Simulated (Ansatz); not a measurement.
Consider the atomization: `[PH3+][Al-]([Cl])([Cl])[Cl]` → Al• + 3 Cl• + 3 H• + P•.

Computed with Ansatz on PBE0-D4/def2-TZVP structures; ΔE is electronic, products minus reactants. CCSD(T)/CBS is the MP2 limit (def2-TZVPP, def2-QZVPP) plus CCSD(T) − MP2 in def2-TZVPP, frozen cores. This one scheme is used for every species, atoms too. DFT in def2-TZVPP. Open shells (•) are unrestricted, without spin–orbit coupling. Spin–orbit coupling would lower the free atoms: a little for Al, Cl. One conformer a species, not always the lowest.

`[PH3+][Al-]([Cl])([Cl])[Cl]`:

Z-matrix (Å, degrees):
```
P
Al 1 2.476
H 1 1.407 2 117.4
H 1 1.407 2 117.4 3 -120.0
H 1 1.407 2 117.4 3 120.0
Cl 2 2.106 1 99.8 3 -180.0
Cl 2 2.106 1 99.8 3 -60.0
Cl 2 2.106 1 99.8 3 60.0
```

CCSD(T)/CBS gives +574.0 kcal/mol.

Another level gave +579.0 kcal/mol. Which?
A. revPBE/def2-TZVPP
B. ωB97X-V/def2-TZVPP
C. SCS-MP2/def2-TZVPP
D. r2SCAN0-D4/def2-TZVPP

B. ωB97X-V 579.0, SCS-MP2/def2-TZVPP 559.7, r2SCAN0-D4 569.9, revPBE 544.0 kcal/mol.

Largest T1 diagnostic among the species: 0.018.

From PBE to PBE0 (25 % exact exchange), in def2-TZVPP and without D4, ΔE moves by −1.8 kcal/mol: exact exchange takes away binding that semilocal exchange gives to molecules. In def2-TZVPP, CCSD(T) changes the Hartree–Fock value by +121.3 kcal/mol (the triples alone add +8.8 kcal/mol) and MP2 by +131.7 kcal/mol; breaking electron pairs costs correlation energy, which Hartree–Fock lacks.

For atomizations the MP2-based limit and the directly extrapolated one differ by several kJ/mol either way, and by 10 to 25 for some Ge, Se and Sn compounds, so smaller differences from it don't rank the levels.
